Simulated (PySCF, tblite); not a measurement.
C6H9FSi2.
SMILES: `C1=C[SiH2][C@@H]([C@H](C#C)[SiH2]1)F`

Jobs on this species (18 atoms, 82 electrons) with PySCF (density fitting) and tblite. Hardware of each: Arm Neoverse N1, one thread, on a shared host. Other jobs ran on the host; a repeat could differ by tens of per cent or more.

```json
{"level and settings": "GFN2-xTB", "work": "Hessian by finite differences", "basis functions": "–", "SCF cycles": "–", "wall time": "?"}
{"level and settings": "PBE0/pcSseg-1", "work": "shieldings, ring-centre shieldings, charges and field gradients", "basis functions": "212", "SCF cycles": "14", "wall time": "74 s"}
{"level and settings": "GFN2-xTB", "work": "L-BFGS relaxation", "basis functions": "–", "SCF cycles": "–", "wall time": "1.6 s"}
```

Problem. Fill in the missing figures.

Solution. 
- GFN2-xTB; Hessian by finite differences: 1.5 s

Problem. What do all jobs in the table cost together?

Solution. About 77 s; the longest takes about 96 % of that, and about 49 times as long as the shortest.
